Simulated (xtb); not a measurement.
Input file for xtb: GFN2-xTB on P2 (SMILES P#P), 2S+1 = 3, a spin state set in the input, which need not be the lowest.

```
$ xtb mol.xyz --gfn 2 --opt tight --chrg 0 --uhf 2
2

P      0.93488657     0.00000000     0.00000000
P     -0.93488657     0.00000000     0.00000000
```

Output:

```
[...]
           -------------------------------------------------
          |                Calculation Setup                |
           -------------------------------------------------



           -------------------------------------------------
          |                 G F N 2 - x T B                 |
           -------------------------------------------------

        Reference                      10.1021/acs.jctc.8b01176
      * Hamiltonian:
        H0-scaling (s, p, d)           1.850000    2.230000    2.230000
        zeta-weighting                 0.500000
      * Dispersion:
        s8                             2.700000
        a1                             0.520000
        a2                             5.000000
        s9                             5.000000
      * Repulsion:
        kExp                           1.500000    1.000000
        rExp                           1.000000
      * Coulomb:
        alpha                          2.000000
        third order                    shell-resolved
        anisotropic                    true
        a3                             3.000000
        a5                             4.000000
        cn-shift                       1.200000
        cn-exp                         4.000000
        max-rad                        5.000000


          ...................................................
          :                      SETUP                      :
          :.................................................:
          :  # basis functions                  20          :
          :  # atomic orbitals                  18          :
          :  # shells                            6          :
          :  # electrons                        10          :
          :  max. iterations                   250          :
          :  Hamiltonian                  GFN2-xTB          :
          :  restarted?                      false          :
          :  GBSA solvation                  false          :
          :  PC potential                    false          :
          :  electronic temp.          300.0000000     K    :
          :  accuracy                    1.0000000          :
          :  -> integral cutoff          0.2500000E+02      :
          :  -> integral neglect         0.1000000E-07      :
          :  -> SCF convergence          0.1000000E-05 Eh   :
          :  -> wf. convergence          0.1000000E-03 e    :
          :  Broyden damping             0.4000000          :
          :  net charge                          0          :
          :  unpaired electrons                  2          :
          ...................................................

 iter      E             dE          RMSdq      gap      omega  full diag
   1     -4.9552692 -0.495527E+01  0.185E+01    0.00       0.0  T
   2     -4.9575250 -0.225581E-02  0.114E+01    0.00       1.0  T
   3     -4.9576419 -0.116859E-03  0.143E+00    0.00       1.0  T
   4     -4.9576632 -0.213333E-04  0.258E-01    0.00       1.0  T
   5     -4.9576631  0.730294E-07  0.234E-01    0.00       1.0  T
   6     -4.9576637 -0.546315E-06  0.173E-02    0.00       4.1  T
   7     -4.9576637 -0.627445E-09  0.168E-03    0.00      42.0  T
   8     -4.9576637 -0.230749E-10  0.910E-04    0.00      77.7  T
   9     -4.9576637 -0.113483E-10  0.159E-05    0.00    4433.7  T

   *** convergence criteria satisfied after 9 iterations ***

         #    Occupation            Energy/Eh            Energy/eV
      -------------------------------------------------------------
         1        2.0000           -0.6825434             -18.5730
         2        2.0000           -0.5839017             -15.8888
         3        1.9889           -0.4074085             -11.0861
         4        1.5055           -0.4031607             -10.9706
         5        1.5055           -0.4031607             -10.9706
         6        0.5000           -0.2959478              -8.0531 (HOMO)
         7        0.5000           -0.2959478              -8.0531 (LUMO)
         8                         -0.1136472              -3.0925
         9                         -0.0302924              -0.8243
        10                         -0.0302924              -0.8243
        11                          0.0300979               0.8190
       ...                                ...                  ...
        18                          1.6496961              44.8905
      -------------------------------------------------------------
                  HL-Gap            0.0000000 Eh            0.0000 eV
             Fermi-level           -0.3495437 Eh           -9.5116 eV

 transition dipole moment (au) for excitation:           5           6
     X       Y       Z
  -0.0949  -0.0000  -0.0000  total (au/Debye):    0.095   0.241
 dE (eV)             :    2.917
 oscillator strength :  0.91108E-03

 SCC (total)                   0 d,  0 h,  0 min,  0.002 sec
 SCC setup                      ...        0 min,  0.000 sec
[...]
................................

 iter      E             dE          RMSdq      gap      omega  full diag
   1     -4.9407146 -0.494071E+01  0.697E-07    0.00       0.0  T
   2     -4.9407146  0.444089E-14  0.416E-07    0.00  100000.0  T
   3     -4.9407146  0.133227E-13  0.124E-07    0.00  100000.0  T

   *** convergence criteria satisfied after 3 iterations ***

         #    Occupation            Energy/Eh            Energy/eV
      -------------------------------------------------------------
         1        2.0000           -0.6712081             -18.2645
         2        2.0000           -0.6009585             -16.3529
         3        2.0000           -0.4085010             -11.1159
         4        1.5000           -0.3885813             -10.5738
         5        1.5000           -0.3885813             -10.5738
         6        0.5000           -0.3109492              -8.4614 (HOMO)
         7        0.5000           -0.3109492              -8.4614 (LUMO)
         8                         -0.1642166              -4.4686
         9                         -0.0244908              -0.6664
        10                         -0.0244908              -0.6664
        11                          0.0208536               0.5675
       ...                                ...                  ...
        18                          0.9791669              26.6445
      -------------------------------------------------------------
                  HL-Gap            0.0000000 Eh            0.0000 eV
             Fermi-level           -0.3497653 Eh           -9.5176 eV

 transition dipole moment (au) for excitation:           5           6
     X       Y       Z
   0.6205   0.0000   0.0000  total (au/Debye):    0.620   1.577
 dE (eV)             :    2.112
 oscillator strength :  0.28176E-01

 SCC (total)                   0 d,  0 h,  0 min,  0.001 sec
 SCC setup                      ...        0 min,  0.000 sec (  2.631%)
 Dispersion                     ...        0 min,  0.000 sec (  0.337%)
 classical contributions        ...        0 min,  0.000 sec (  0.160%)
 integral evaluation            ...        0 min,  0.000 sec ( 20.329%)
 iterations                     ...        0 min,  0.000 sec ( 15.337%)
 molecular gradient             ...        0 min,  0.000 sec ( 22.399%)
 printout                       ...        0 min,  0.000 sec ( 38.322%)

         :::::::::::::::::::::::::::::::::::::::::::::::::::::
         ::                     SUMMARY                     ::
         :::::::::::::::::::::::::::::::::::::::::::::::::::::
         :: total energy              -4.923599933523 Eh    ::
         :: gradient norm              0.000162474303 Eh/a0 ::
         :: HOMO-LUMO gap              0.000000000000 eV    ::
         ::.................................................::
         :: SCC energy                -4.940714606836 Eh    ::
         :: -> isotropic ES           -0.000348010159 Eh    ::
         :: -> anisotropic ES          0.000146499936 Eh    ::
         :: -> anisotropic XC          0.001445329694 Eh    ::
         :: -> dispersion             -0.001110410042 Eh    ::
         :: repulsion energy           0.017114673313 Eh    ::
         :: add. restraining           0.000000000000 Eh    ::
         :: total charge               0.000000000784 e     ::
         :::::::::::::::::::::::::::::::::::::::::::::::::::::

           -------------------------------------------------
          |                Property Printout                |
           -------------------------------------------------

    * Orbital Energies and Occupations

         #    Occupation            Energy/Eh            Energy/eV
      -------------------------------------------------------------
         1        2.0000           -0.6712081             -18.2645
         2        2.0000           -0.6009585             -16.3529
         3        2.0000           -0.4085010             -11.1159
         4        1.5000           -0.3885813             -10.5738
         5        1.5000           -0.3885813             -10.5738
         6        0.5000           -0.3109492              -8.4614 (HOMO)
         7        0.5000           -0.3109492              -8.4614 (LUMO)
         8                         -0.1642166              -4.4686
         9                         -0.0244908              -0.6664
        10                         -0.0244908              -0.6664
        11                          0.0208536               0.5675
        12                          0.0208536               0.5675
        13                          0.0217462               0.5917
        14                          0.0217462               0.5917
        15                          0.1082479               2.9456
        16                          0.1970507               5.3620
        17                          0.1970507               5.3620
        18                          0.9791669              26.6445
      -------------------------------------------------------------
                  HL-Gap            0.0000000 Eh            0.0000 eV
             Fermi-level           -0.3497653 Eh           -9.5176 eV

     #   Z          covCN         q      C6AA      α(0)
     1  15 P        0.980     0.000   187.059    25.419
     2  15 P        0.980     0.000   187.059    25.419

 Mol. C6AA /au·bohr⁶  :        748.235411
 Mol. C8AA /au·bohr⁸  :      41452.043297
 Mol. α(0) /au        :         50.838478


Wiberg/Mayer (AO) data.
largest (>0.10) Wiberg bond orders for each atom

 ---------------------------------------------------------------------------
     #   Z sym  total        # sym  WBO       # sym  WBO       # sym  WBO
 ---------------------------------------------------------------------------
     1  15 P    1.765 --     2 P    1.765
     2  15 P    1.765 --     1 P    1.765
 ---------------------------------------------------------------------------

Topologies differ in total number of bonds
Writing topology from bond orders to xtbtopo.mol

molecular dipole:
                 x           y           z       tot (Debye)
 q only:       -0.000       0.000       0.000
   full:       -0.000       0.000      -0.000       0.000
molecular quadrupole (traceless):
                xx          xy          yy          xz          yz          zz
 q only:        0.000       0.000      -0.000       0.000       0.000      -0.000
Note: The following floating-point exceptions are signalling: IEEE_DIVIDE_BY_ZERO IEEE_DENORMAL
normal termination of xtb
  q+dip:       -0.619      -0.000       0.310       0.000       0.000       0.310
   full:       -2.956      -0.000       1.478       0.000       0.000       1.478

           -------------------------------------------------
          |                Geometry Summary                 |
           -------------------------------------------------

      molecular mass/u    :       61.9475240
   center of mass at/Å    :        0.0000000       0.0000000       0.0000000
  moments of inertia/u·Å² :        0.0000000E+00   0.6467100E+02   0.6467100E+02
rotational constants/cm⁻¹ :             Infinity   0.2606675E+00   0.2606675E+00

 * 1 selected distances

     #   Z          #   Z                                           value/Å
     0   0          0   0                                         0.0000000 (max)

 * 0 distinct bonds (by element types)

   Z      Z             #   av. dist./Å        max./Å        min./Å


optimized geometry written to: xtbopt.xyz


           -------------------------------------------------
          | TOTAL ENERGY               -4.923599933523 Eh   |
          | GRADIENT NORM               0.000162474303 Eh/α |
          | HOMO-LUMO GAP               0.000000000000 eV   |
           -------------------------------------------------

------------------------------------------------------------------------
------------------------------------------------------------------------
 total:
 SCF:
 ANC optimizer:
```

The run finished.

Cost: around 0.04 core-seconds (rough).
